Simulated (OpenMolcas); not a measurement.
## Ru4+ in octahedral coordination: ligands and hosts compared

| Property | Result |
| --- | --- |
| Program | OpenMolcas |
| Method | CASSCF |
| Active space | 4 electrons in 5 orbitals (4d) |
| Spin-orbit coupling | RASSI with atomic mean-field integrals over the reference wave functions |

Distances were set from a Shannon-type radius of the metal (high-spin where two are listed) plus a fixed donor radius (F 1.31, H2O 1.36 Å), in hosts weighted 0.65 to 0.35 with the host's distance in the model lattice. Anionic complexes are neutralised by point charges, and hosts are embedded clusters. Ligand basis ANO-RCC-VDZP. States (labels of the rotation group of each site). Energies in cm-1 above the lowest state or level, χT in cm3 K/mol; under a threefold ground state the first gap can be a small split of the lowest multiplet, not the spin-orbit step; 10Dq and B are least-squares fits to the states below 45000 cm-1, weighted by degeneracy, with a free offset, and given where the rms deviation is under 5 % of |10Dq| (or 100 cm-1) and under 700 cm-1.

```csv
Ligand or host,R (Å),Metal basis,Outer charge (e at Å behind ligand),Ground state,First state of that spin,10Dq,B (rms of fit),First gap with spin-orbit (degeneracies),χT at 300 K,First state of another spin
F,1.93,ANO-RCC-VTZP,0.33 at 3.2,3T1,3E 24627,27970,797 (372),"776.0 (1, 3)",1.040,5E 8448
K2NaGaF6,1.933,ANO-RCC-VTZP,,3T1,3E 26013,29088,793 (330),"759.8 (1, 3)",1.048,1T2 9255
H2O,1.98,ANO-RCC-VDZP,,3T1,3E 27140,30453,763 (481),"738.7 (1, 3)",1.050,1T2 9030
Cs2GeF6,1.886,ANO-RCC-VTZP,,3T1,3E 28925,31837,734 (228),"747.8 (1, 3)",1.057,1T2 9297
```

The rows also differ in their metal basis and outer charges, so part of each step comes from that.

|10Dq| rises in the order F < K2NaGaF6 < H2O < Cs2GeF6, by a factor of 1.14 from first to last. Hosts and complexes held by bare charges are embedded differently, which, with the errors of the method, can account for most of this spread.

Against the free ion in the same method and basis, β = B / B(free) is 797 / 952 = 0.84 for F, 793 / 952 = 0.83 for K2NaGaF6, 763 / 950 = 0.80 for H2O, 734 / 952 = 0.77 for Cs2GeF6.

An orbital triplet at a regular site is open to Jahn-Teller coupling, which can distort the site and quench the lowest spin-orbit gaps and is left out. Without dynamic correlation the repulsion within the d shell is too large (B by tens of per cent), so at a given field states of lower spin stand too high. This shell can be high or low spin here, a state of another spin lies low, and with metal d orbitals alone active their balance is uncertain, so the ground spin may be wrong, although the usual error favours high spin. With metal d orbitals alone the field can be off either way by tens of per cent. Ligand-to-metal charge-transfer states are missing. With no ligand orbital active B as a rule stays too high, so bands that hang on it stand too high and its fall with covalency is understated. The least metal-like active orbital is 76 % on the metal (Löwdin) and no ligand orbital is active, so the numbers are rough (holds for F). The least metal-like active orbital is 75 % on the metal (Löwdin) and no ligand orbital is active, so the numbers are rough (holds for K2NaGaF6). The least metal-like active orbital is 74 % on the metal (Löwdin) and no ligand orbital is active, so the numbers are rough (holds for H2O; Cs2GeF6). No measured value stands beside these numbers; the geometry is a model, was not optimised and need not be the one that this ion takes.
